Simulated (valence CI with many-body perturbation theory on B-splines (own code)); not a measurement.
Results of a calculation; reference values are marked as such.
# Hyperfine factors and g values of In XXIX

Level of theory: valence CI with perturbative core correlation (CI+MBPT): three valence electrons over a frozen Dirac-Fock core [Ar], a basis of 9 s, 9 p, 10 d, 8 f, 5 g, 3 h, 1 i functions for each j, with the one-electron correlation potential Σ1, the two-electron term Σ2, the three-electron term Σ3, Breit, model QED; selected CI, second order for the rest (own B-spline code, finite nucleus).

No measured spectrum was set against this ion. As an estimate, large intervals hold to a few tenths of a per cent, small ones and those within an open d or f shell to about a per cent. Only levels of the ground parity were solved; by the run's estimate the other parity begins above the list, which can be wrong where configurations are misplaced.

A/g_I is the dipole constant over the nuclear g factor μ/I (μ in nuclear magnetons, uniformly magnetised nucleus), B/Q the quadrupole constant per barn. Both hold the static response of the core; the bare values leave it out. Large factors of s and p1/2 electrons are usually good to 5 to 10 %; those of open d and f shells near neutrality can be off by tens of per cent, and small factors of p3/2, d and f electrons come from cancelling terms and can be off by a factor of two or in sign, in half-filled shells by more. B is blank for J = 1/2, where it vanishes, and for nearly pure S terms. Energies count from the lowest level.

Names give the largest LS component (configuration and term), which can be under half, so a name can repeat, a term be missing and a line seem to break the LS rules; names also repeat where a configuration has a term twice. Letters in brackets count levels of one name in rising energy.

| Level | E (eV) | g | A/g_I (MHz) | A/g_I bare | B/Q (MHz/b) | B/Q bare |
| --- | --- | --- | --- | --- | --- | --- |
| 3d³ ⁴F_3/2 | 0.000 | 0.523 | 22600 | 22200 | -8340 | -8530 |
| 3d³ ⁴F_5/2 | 5.933 | 1.037 | 12800 | 12800 | -5500 | -5630 |
| 3d³ ⁴F_7/2 | 9.815 | 1.161 | 11800 | 12000 | -2480 | -2540 |
| 3d³ ⁴P_3/2 | 11.308 | 1.340 | 10300 | 10600 | -6750 | -6900 |
| 3d³ ⁴F_9/2 | 11.752 | 1.166 | 12900 | 13000 | 4780 | 4870 |
| 3d³ ⁴P_1/2 | 13.269 | 2.041 | -10900 | -9890 |  |  |
| 3d³ ²G_7/2 | 18.461 | 0.973 | 13100 | 13100 | 5330 | 5450 |
| 3d³ ²H_9/2 | 19.431 | 1.094 | 11700 | 11800 | 10700 | 10900 |
| 3d³ ⁴P_5/2 | 19.776 | 1.528 | 4030 | 4510 | 12200 | 12500 |
| 3d³ ²D_3/2 [a] | 22.433 | 1.170 | 11900 | 12100 | -13000 | -13300 |
| 3d³ ²P_1/2 | 23.763 | 1.288 | -2060 | -1720 |  |  |
| 3d³ ²H_11/2 | 25.221 | 1.087 | 12400 | 12500 | 28000 | 28600 |
| 3d³ ²D_5/2 [a] | 27.139 | 1.204 | 10900 | 11100 | -4020 | -4120 |
| 3d³ ²G_9/2 | 30.208 | 1.081 | 9940 | 10000 | 8030 | 8210 |
| 3d³ ²F_5/2 | 30.395 | 0.941 | 10600 | 10600 | 17800 | 18200 |
| 3d³ ²F_7/2 | 31.282 | 1.124 | 12300 | 12500 | 6850 | 7010 |
| 3d³ ²P_3/2 | 32.926 | 1.201 | 10900 | 11000 | 3000 | 3060 |
| 3d³ ²D_3/2 [b] | 45.042 | 0.812 | 18900 | 18700 | 15600 | 15900 |
| 3d³ ²D_5/2 [b] | 46.295 | 1.157 | 9540 | 9710 | 8930 | 9130 |

Q: Take the isotope of mass number 115, with I = 9/2, μ = 5.5326 μN and Q = 0.772 b. What is the hyperfine structure of 3d³ ²G_7/2?

A: From the table A = 16100 MHz, B = 4110 MHz. Shifts from the centre of gravity in MHz: F = 1: -308000, F = 2: -276000, F = 3: -229000, F = 4: -165000, F = 5: -85400, F = 6: 11000, F = 7: 124000, F = 8: 255000.
